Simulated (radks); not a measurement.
All-electron atom: the antimony anion Sb3- in [Xe]. All-electron calculation, scalar-relativistic Kohn-Sham, LDA (Slater exchange, Perdew-Wang correlation), spin-polarised, spherical densities, finite nucleus; Fermi nuclear charge, rms radius 4.6802 fm; Watson sphere of charge +2.52 and radius 5.66 bohr. Program: a radial shooting solver on a logarithmic mesh with Libxc functionals.

X-ray form factor f0, the Fourier transform of the density (f0(0) = 54):

sin(theta)/lambda (1/angstrom),f0 (electrons)
0.05,51.586
0.1,47.422
0.15,43.913
0.2,40.870
0.25,38.056
0.3,35.436
0.4,30.734
0.5,26.793
0.6,23.665
0.8,19.422
1,16.665
1.25,13.846
1.5,11.311
2,7.629
